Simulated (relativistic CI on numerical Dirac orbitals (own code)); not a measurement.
# N: sensitivity of the levels to the model

Base calculation: Dirac-Coulomb-Breit CI, orbitals from a KLI potential per configuration, model QED, valence Slater integrals scaled by 0.85, P86 correlation energy added to each configuration.

Configurations in the expansion (outside the closed core 1s2): 2s2 2p3, 2s2 2p2 3s, 2s 2p4, 2s2 2p2 3p, 2s2 2p2 4s, 2s2 2p2 3d, 2p5, 2s2 2p2 4p, 2s2 2p2 5s, 2s2 2p2 4d, 2s2 2p2 4f, 2s2 2p2 5p, 2s2 2p2 5d, 2s2 2p2 5f, 2s2 2p2 5g, 2s2 2p 3s2, 2s2 2p 3s 3p. Levels of other configurations are missing.

The lowest level and the first level of each name with at least 55 % of one term (blank where a level has no safe partner in the second run):

| Level | Base (cm⁻¹) | Shift (cm⁻¹) |
| --- | --- | --- |
| 2s2 2p3 4S°_3/2 | 0.0 | 0.0 |
| 2s2 2p3 2D°_5/2 | 19259.4 | +13.5 |
| 2s2 2p3 2D°_3/2 | 19268.8 | +4.1 |
| 2s2 2p3 2P°_3/2 | 26308.6 | 0.0 |
| 2s2 2p3 2P°_1/2 | 26309.3 | -0.7 |
| 2s2 2p2 3s 4P_1/2 | 83336.2 | +142.5 |
| 2s2 2p2 3s 4P_3/2 | 83380.3 | +98.4 |
| 2s2 2p2 3s 4P_5/2 | 83446.0 | +32.6 |
| 2s2 2p2 3s 2P_1/2 | 85475.3 | +130.7 |
| 2s2 2p2 3s 2P_3/2 | 85559.7 | +46.3 |
| 2s2 2p2 3p 2S°_1/2 | 93398.1 | +65.9 |
| 2s 2p4 4P_5/2 | 93428.1 | -149.5 |
| 2s 2p4 4P_3/2 | 93489.0 | -210.4 |
| 2s 2p4 4P_1/2 | 93518.9 | -240.3 |
| 2s2 2p2 3p 4D°_1/2 | 94165.7 | +133.6 |
| 2s2 2p2 3p 4D°_3/2 | 94188.2 | +111.0 |
| 2s2 2p2 3p 4D°_5/2 | 94226.1 | +73.2 |
| 2s2 2p2 3p 4D°_7/2 | 94278.3 | +21.0 |
| 2s2 2p2 3p 4P°_1/2 | 94741.0 | +99.4 |
| 2s2 2p2 3p 4P°_3/2 | 94760.0 | +80.4 |
| 2s2 2p2 3p 4P°_5/2 | 94798.8 | +41.6 |
| 2s2 2p2 3p 2D°_3/2 | 95862.2 | +111.1 |

For a near-neutral ion this model can misplace configurations by up to about 10,000 cm⁻¹ (more where the count of f electrons changes) and terms by 10 to 25 % of their spread. Rates follow the energies as ν³ (E1, M1) or ν⁵ (E2), so they and the lifetimes can be off by large factors. The fine structure of a lone outer electron comes out too small, for d and f at times inverted, and misplaced configurations move strength between like terms. 40 of the 40 excited levels that our extract of the measured tables holds in this range could be paired (the sources list more); they are missed by 1040 cm⁻¹ on average and 5348 at most, and levels without a partner can miss by more.

(1) One thing was changed in a second run, which moved the levels as shown. Which?
A. non-relativistic limit
B. configuration mixing switched off
C. Breit term removed
D. QED terms removed
E. Slater integrals left unscaled
F. valence Slater integrals scaled by 0.75

## Answers

(1) A. Non-relativistic limit. Without relativity the fine structure collapses and s electrons lose their extra binding.
